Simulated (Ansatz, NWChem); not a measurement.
The same job for NWChem

This Ansatz 0.2.0 job computes CH4AlFOS (SMILES C[O][Al]([F])[SH]):

job.yaml:
```yaml
crystal:
  periodic: [false, false, false]
  atoms:
    - symbol: C
      position_ang: [-0.379900, -1.413600, 0.124000]
    - symbol: O
      position_ang: [0.379800, -0.533400, -0.648200]
    - symbol: Al
      position_ang: [0.762100, 1.088800, -0.700300]
    - symbol: F
      position_ang: [1.761600, 1.622100, -1.885300]
    - symbol: S
      position_ang: [0.019800, 2.558600, 0.708100]
    - symbol: H
      position_ang: [-0.867800, -0.917900, 0.972900]
    - symbol: H
      position_ang: [0.258100, -2.209500, 0.519500]
    - symbol: H
      position_ang: [-1.158700, -1.875100, -0.490600]
    - symbol: H
      position_ang: [-0.686500, 1.633800, 1.382900]
basis:
  gaussian:
    orbitals: cc-pVDZ
magnetization:
  spin_polarized: false
  initial_magnetization: 0
hamiltonian:
  xc: pbe0
accuracy: high
output:
  forces: true
  orbitals: {seedname: orbitals}
```

```bash
$ ansatz run job.yaml --threads 1 --pin off --max-ram 2610MiB --events-out events.jsonl --progress --plain --runs-dir runs
```

The coordinates come from a PBE0-D4/def2-TZVP relaxation. This is one conformer, not always the lowest.

It gives a total energy of -855.881307 Eh.

**Question.** Write the same calculation for NWChem 7.3.0 as an input file of the program's own.

**Answer.** This input was run:

ch4alfos.nw:
```
start ch4alfos
memory 2200 mb

geometry units au noautosym nocenter noautoz
C  -0.71790695 -2.67131685  0.23432604
O   0.71771798 -1.00797991 -1.22492047
Al  1.44016028  2.05753380 -1.32337521
F   3.32894154  3.06532475 -3.56270066
S   0.03741658  4.83505326  1.33811507
H  -1.63990433 -1.73457961  1.83851455
H   0.48773831 -4.17534987  0.98171272
H  -2.18962566 -3.54342546 -0.92709964
H  -1.29729698  3.08743454  2.61330226
end

basis spherical bse
* library cc-pVDZ
end

dft
xc pbe0
mult 1
grid fine
convergence energy 1e-08
iterations 100
mulliken
print medium
end

task dft gradient
```

```bash
$ nwchem ch4alfos.nw > ch4alfos.out
```

Its energy is -855.881306 Eh, the same as the first but for the last digit, at most.
